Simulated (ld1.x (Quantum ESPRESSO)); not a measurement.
## What the settings do to the TM potential of platinum

Base potential:

```
Element                 : platinum
Generator               : ld1.x (Quantum ESPRESSO) 7.5
Type                    : norm-conserving Troullier–Martins (Kleinman–Bylander form)
Functional              : LDA (PZ)
Relativity              : fully relativistic
Frozen core             : [Kr] 4d10 4f14
Valence charge          : 18
Reference configuration : 5s2 5p6 5d9 6s0.5 6p0 (charge +0.5)
Partial waves           : 5p (bound): rc 1.55 bohr; 5d (bound): rc 1.95 bohr; 5s (bound): rc 1.10 bohr
Local potential         : the s channel
Core correction         : none
```

Open shells are filled in proportion to 2j + 1 (rel_dist='average').

Occupied shells without a wave of their own: 6s. They enter only through the test configuration that unscreens the potential.

Cutoffs, loose and tight: the cutoffs (Ry, on a coarse ladder) from which the occupation-weighted sum of valence levels, in a spherical-Bessel basis at the reference potential, stays within 10 and 1 mRy of its value at 400 Ry. They do not see the model core or the augmentation charge, which bear on the density cutoff. Test errors are all-electron minus pseudo excitation energies from the reference, over the configurations 5s2 5p6 5d9 6s1 6p0; 5s2 5p6 5d9 6s0 6p0; 5s2 5p6 5d8 6s0 6p0; 5s2 5p6 5d7 6s0 6p0; 5s2 5p6 5d9.5 6s0.5 6p0; 5s2 5p6 5d6 6s0 6p0; 5s2 5p6 5d8 6s1 6p0. A dash means not determined; rows that change the core or the reference have their own tests.

A true bound ghost makes a file unfit for plane-wave use even where its test errors are small: the radial tests pick states by their node count and pass the ghost by.

Cutoffs are not given where the Bessel-basis levels miss the radial ones by over 6 mRy, ghosts where they miss by over 20 mRy; a channel whose overlap is not positive is not tested.

| change | outcome | cutoff, loose | cutoff, tight | bound ghosts | largest test error (meV) |
| --- | --- | --- | --- | --- | --- |
| base | generated, misses its reference levels by 0.21 eV | – | – | none | -233 |
| wave 5p (bound): rc 1.55 bohr becomes 5p (bound): rc 0.98 bohr | generated, misses its reference levels by 0.21 eV | – | – | not determined | -239 |
| wave 5p (bound): rc 1.55 bohr becomes 5p (bound): rc 1.14 bohr | generated, misses its reference levels by 0.21 eV | – | – | not determined | -239 |
| wave 5p (bound): rc 1.55 bohr becomes 5p (bound): rc 1.32 bohr | generated, misses its reference levels by 0.21 eV | – | – | not determined | -238 |
| wave 5p (bound): rc 1.55 bohr becomes 5p (bound): rc 1.48 bohr | generated, misses its reference levels by 0.21 eV | – | – | none | -235 |
| wave 5p (bound): rc 1.55 bohr becomes 5p (bound): rc 1.56 bohr | generated, misses its reference levels by 0.21 eV | – | – | none | -233 |
| wave 5p (bound): rc 1.55 bohr becomes 5p (bound): rc 1.72 bohr | generated, misses its reference levels by 0.21 eV | – | – | none | -228 |
| wave 5p (bound): rc 1.55 bohr becomes 5p (bound): rc 1.92 bohr | generated, misses its reference levels by 0.21 eV | 140 Ry | 230 Ry | p1/2 | -224 |
| wave 5p (bound): rc 1.55 bohr becomes 5p (bound): rc 2.04 bohr | generated, misses its reference levels by 0.21 eV | 140 Ry | 230 Ry | p1/2 | -222 |

(1) What comes out with this change to the base: wave 5p (bound): rc 1.55 bohr becomes 5p (bound): rc 2.16 bohr?

(2) What comes out with this change to the base: wave 5p (bound): rc 1.55 bohr becomes 5p (bound): rc 2.34 bohr?

## Answers

(1) outcome: generated, misses its reference levels by 0.21 eV; bound ghosts: p1/2; largest test error (meV): -223.

(2) outcome: generated, misses its reference levels by 0.21 eV; cutoff, loose: 140 Ry; cutoff, tight: 230 Ry; bound ghosts: none; largest test error (meV): -225.

Reading the sweep of the p radius (base included, trends over the rows without a ghost): The median size of the test errors (rows with all tests solved) stays near 128.5 meV. Bound ghosts are found at 1.92, 2.04, 2.16 bohr.
